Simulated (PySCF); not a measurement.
## Cu: ionisation energy

Cu [Ar] 3d10 4s1 (2S) → Cu⁺ [Ar] 3d10 (1S), as a difference of total energies. Computed with PySCF 2.14 in cc-pVTZ-DK (7s6p4d2f1g, 68 functions), with scalar relativity by spin-free X2C-1e. Correlated levels: valence: [Ar] frozen. The calculations carry no spin-orbit coupling.

Task: Order these methods by the ionisation energy they give, lowest first.
A. M06-L
B. MP2 (valence)
C. SCS-MP2 (valence)
D. r2SCAN

Result: C (7.326 eV), B (7.475 eV), A (7.870 eV), D (8.185 eV).

Errors of the correlated levels include the incompleteness of this basis and the frozen core.

For comparison: 7.726 eV (measured; NIST Atomic Spectra Database, ionization energies).
